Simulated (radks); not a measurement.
Problem. Valence configurations of Tc II (all share [Kr]). Calculated with a radial shooting solver on a logarithmic mesh with Libxc functionals: scalar-relativistic Kohn-Sham, PBE, spin-unpolarised, spherical densities, finite nucleus; Fermi nuclear charge, rms radius 4.4112 fm. Order these by energy: 4d3 5s1 5p2; 4d4 5s2; 4d5 5s1; 4d4.5 5s1.5; 4d4.5 5s1 5p0.5; 4d5 5p1; 4d3.5 5s1 5p1.5; 4d3.5 5s2 5p0.5; 4d6; 4d3.5 5s1.5 5p1.

Solution. From the lowest, in eV above it: 4d6 0.000; 4d5 5s1 1.988; 4d4.5 5s1.5 3.532; 4d4 5s2 5.478; 4d4.5 5s1 5p0.5 5.911; 4d5 5p1 6.571; 4d3.5 5s2 5p0.5 10.435; 4d3.5 5s1.5 5p1 13.051; 4d3.5 5s1 5p1.5 15.693; 4d3 5s1 5p2 21.598. NIST lists [Kr] 4d5 5s1 as the ground configuration; this level of theory puts 4d6 lower, by 1.988 eV. The energies are those of spherical spin-averaged densities, not of single terms.
